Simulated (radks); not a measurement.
The samarium anion Sm- inside a hard spherical wall (all orbitals vanish at R), configuration held at [Xe] 4f7 6s2 and not refilled when levels cross. All-electron calculation, scalar-relativistic Kohn-Sham, PBE, spin-polarised, spherical densities, finite nucleus; open shells are filled with parallel spins first (spin-orbit coupling, left out, can overturn this in heavy ions); Fermi nuclear charge, rms radius 5.0819 fm. Program: a radial shooting solver on a logarithmic mesh with Libxc functionals. Eigenvalues in eV for spin up, with the zero of energy where the potential of the charges vanishes at infinity; a dash marks a level that is unbound or too diffuse for the functional's potential to be trusted. A positive occupied level is held by the wall or, in an anion where self-interaction has pushed it up, behind a barrier. The pressure on the wall is -dE/dV.

\begin{tabular}{lrrrrrrrrr}
R (bohr) & E (hartree) & kinetic (hartree) & e(5s) & e(5p) & e(6s) & e(6p, empty) & e(5d, empty) & e(4f) & pressure (GPa) \\ \hline
12 & -10426.7012 & 11144.046 & -36.633 & -16.799 & 0.780 & - & - & 4.616 & 0.111 \\
10 & -10426.6804 & 11144.095 & -35.550 & -15.757 & 1.423 & - & - & 5.732 & 0.370 \\
8 & -10426.6242 & 11144.253 & -33.786 & -14.060 & 2.768 & - & - & 7.538 & 1.72 \\
6 & -10426.4270 & 11144.811 & -30.641 & -11.085 & 6.399 & 10.612 & 8.751 & 10.832 & 12.2 \\
4 & -10425.2585 & 11148.643 & -22.782 & -3.703 & 22.628 & 32.590 & 18.614 & 19.750 & 221 \\
1.5 & -10342.0761 & 11393.199 & 163.64 & 208.83 & 558.93 & 608.56 & 279.14 & 172.11 & 228000 \\
\end{tabular}
